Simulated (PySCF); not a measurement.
## Ionisation energy of Cd(37+) by level of theory

Cd(37+) [Ne] 3s1 (2S) → Cd(38+) [Ne] (1S), as a difference of total energies. Computed with PySCF 2.14 in an even-tempered Gaussian basis (16 s from 6.2 bohr⁻², ratio 2.5; 10 p from 8.1 bohr⁻², ratio 2.5; 4 d from 30 bohr⁻², ratio 2.7; 4 f from 45 bohr⁻², ratio 2.7), with the non-relativistic Hamiltonian (point nucleus). Correlated levels: outer shells: 1s2 frozen; virtual orbitals above 40 to 60 times the deepest correlated orbital energy dropped. The calculations carry no spin-orbit coupling.

```tsv
method	ionisation energy (eV)	difference from reference (eV)
UHF	2425.4	-73.2
MP2 (outer shells)	2426.0	-72.6
SCS-MP2 (outer shells)	2425.9	-72.7
CCSD (outer shells)	2426.0	-72.6
CCSD(T) (outer shells)	2426.0	-72.6
```

Reference: 2498.62 ± 0.08 eV (semi-empirical (NIST evaluation); NIST Atomic Spectra Database, ionization energies).

The gap to the reference is mostly relativistic.
